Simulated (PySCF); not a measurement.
Stepwise substitution at one centre (B CH3-OH). All species are isolated molecules in the gas phase. One relaxed conformer stands for each flexible species; it need not be the lowest. Strings in code marks are SMILES.

The four lowest singlet excitations (Tamm–Dancoff). Method: M06-2X/def2-TZVP // PBE0-D3(BJ)/def2-TZVP (PySCF). Excitations are Tamm–Dancoff values on a coarser integration grid. The basis has no diffuse functions, so Rydberg states are missing or too high.

```json
[
 {"state": "S1", "energy (eV)": "8.21", "wavelength (nm)": "151", "oscillator strength": "0.000"},
 {"state": "S2", "energy (eV)": "8.44", "wavelength (nm)": "147", "oscillator strength": "0.003"},
 {"state": "S3", "energy (eV)": "8.93", "wavelength (nm)": "139", "oscillator strength": "0.025"},
 {"state": "S4", "energy (eV)": "9.43", "wavelength (nm)": "131", "oscillator strength": "0.063"}
]
```

### Question
Say which member gives these states.
A. `CB(C)C`
B. `CB(C)O` (C–B–O–H torsion 178°)
C. `CB(O)O` (O–B–O–H torsion 0°, O–B–O–H torsion 180°)
D. `OB(O)O`

### Answer
D, `OB(O)O`
